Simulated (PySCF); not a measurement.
Start geometry of `C[C@H]1CCSCS1` (4-methyl-1,3-dithiane) from GFN2-xTB (Å):
```
atom  x, y, z in Å
C1    -1.8358    1.3417   -0.1626
C2    -0.5602    0.5872    0.1744
C3    -0.6129   -0.8574   -0.3118
C4     0.5342   -1.7133    0.2049
S5     2.1331   -1.2617   -0.5457
C6     2.1893    0.4509    0.0423
S7     0.8474    1.4817   -0.6053
H8    -1.7583    2.3776    0.1581
H9    -2.0077    1.3268   -1.2363
H10   -2.6866    0.8819    0.3364
H11   -0.3800    0.6166    1.2548
H12   -1.5522   -1.3008    0.0322
H13   -0.6113   -0.8693   -1.4042
H14    0.3850   -2.7594   -0.0574
H15    0.6366   -1.6277    1.2889
H16    3.1221    0.8825   -0.3099
H17    2.1505    0.4549    1.1314
```

What comes out of this run: PySCF 2.14.0, PBE0-D3(BJ)/def2-SVP geometry optimisation, gas phase?

```
atom  x, y, z in Å
C1    -1.6938    1.3986   -0.1273
C2    -0.4491    0.6254    0.2728
C3    -0.5048   -0.8270   -0.1885
C4     0.6424   -1.6978    0.3027
S5     2.2627   -1.2511   -0.3774
C6     2.3111    0.4577    0.2066
S7     0.9882    1.5218   -0.4148
H8    -1.6335    2.4478    0.1981
H9    -1.8272    1.3860   -1.2203
H10   -2.5873    0.9467    0.3307
H11   -0.3459    0.6484    1.3733
H12   -1.4494   -1.2622    0.1859
H13   -0.5459   -0.8539   -1.2902
H14    0.4873   -2.7450    0.0033
H15    0.6981   -1.6822    1.4053
H16    3.2568    0.8912   -0.1489
H17    2.3224    0.4779    1.3092
```

The energy falls by 5.4 kJ/mol over 4 energy and gradient evaluations, the largest force component goes from 0.0131 to 1.3e-04 Eh/bohr, and the atoms move by 0.053 Å rms after alignment. Among the bonds, C2–S7, C1–H8, C1–H9, C1–H10, C6–H16 and C6–H17 change most and about equally (-0.013 to +0.014 Å). Bonds longer at the end by more than 0.005 Å: 10 of 17; shorter: 3. Among the angles that change most is H16–C6–H17, from 110.7° to 107.9°. Rotational constants go from 2928, 1505, 1076 to 2925, 1495, 1066 MHz. The orientation of the end geometry is arbitrary; only internal coordinates are fixed.

The run used 156 basis functions and 27 SCF cycles in all. Time: 46 s. Hardware: one thread of an Arm Neoverse V1 (shared host).

Not checked by PBE0-D3(BJ)/def2-SVP frequencies. One conformer, not necessarily the lowest.
